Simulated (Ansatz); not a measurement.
`FCC(F)(F)COC(F)(F)F` → `F[C]F` + `FCCOC(F)(F)F`  (formal loss of a carbene)

Isolated molecules relaxed with PBE0-D4/def2-TZVP in Ansatz; ΔE leaves out vibrations. CCSD(T)/CBS is the MP2 limit (def2-TZVPP, def2-QZVPP) plus CCSD(T) − MP2 in def2-TZVPP, frozen cores. This one scheme is used for every species. Functionals use def2-TZVPP. B3LYP here is the variant with VWN-RPA as its local correlation; programs differ in this. One conformer a species, not always the lowest.

`FCC(F)(F)COC(F)(F)F`:

Z-matrix (Å, degrees):
```
C
C 1 1.514
F 1 1.372 2 109.4
H 1 1.091 2 109.5 3 119.8
H 1 1.093 2 108.7 3 -119.4
F 2 1.357 1 109.9 3 65.5
F 2 1.356 1 107.1 3 -178.1
C 2 1.512 1 115.4 3 -55.0
O 8 1.420 2 107.2 1 -56.8
H 8 1.092 2 108.9 1 63.2
H 8 1.092 2 108.5 1 -176.7
C 9 1.341 8 115.8 2 -179.6
F 12 1.319 9 108.1 8 -179.6
F 12 1.338 9 112.4 8 -59.8
F 12 1.338 9 112.3 8 60.6
```

`F[C]F`:

Cartesian coordinates in Å:
```
F 0.515 0.561 -0.737
C 0.376 -0.149 0.338
F -0.891 -0.411 0.399
```

`FCCOC(F)(F)F`:

```xyz
12

F    -2.082   -1.716   -0.382
C    -0.872   -1.323    0.148
C    -0.796    0.187    0.074
O     0.387    0.631    0.743
C     1.399    1.021   -0.038
F     2.424    1.332    0.734
F     1.789    0.063   -0.895
F     1.092    2.090   -0.784
H    -0.069   -1.790   -0.426
H    -0.819   -1.657    1.188
H    -0.813    0.529   -0.962
H    -1.640    0.633    0.601
```

| level | ΔE (kJ/mol) | difference from CCSD(T)/CBS |
| --- | --- | --- |
| PBE-D4 | 262.3 | 0.9 |
| r2SCAN-D4 | 274.8 | 13.4 |
| PBE0-D4 | 277.4 | 16.0 |
| B3LYP-D4 | 255.3 | -6.1 |
| ωB97X-V | 266.4 | 5.0 |
| ωB97M-V | 257.6 | -3.8 |
| B2PLYP | 252.5 | -8.9 |
| PBE | 253.7 | -7.7 |
| r2SCAN | 272.2 | 10.8 |
| PBE0 | 270.0 | 8.6 |
| B3LYP | 242.2 | -19.2 |
| HF/def2-TZVPP | 227.7 | -33.7 |
| SCS-MP2/def2-TZVPP | 262.2 | 0.8 |
| CCSD/def2-TZVPP | 256.5 | -4.9 |
| SCS-MP2/def2-QZVPP | 264.3 | 2.9 |
| HF/CBS(def2) | 226.1 | -35.3 |
| CCSD(T)/CBS | 261.4 | 0 |

Largest T1 diagnostic among the species: 0.017.

The D4 term adds +13.2 kJ/mol with B3LYP and +7.4 kJ/mol with PBE0; it sums over pairs of atoms, weighted by their polarisabilities, and B3LYP, whose exchange is more repulsive, gets the larger term. From PBE to PBE0 (25 % exact exchange), in def2-TZVPP and without D4, ΔE moves by +16.3 kJ/mol.

CCSD(T)/CBS has its own doubt, a few kJ/mol and more with outer-core shells, so smaller differences from it don't rank the levels.
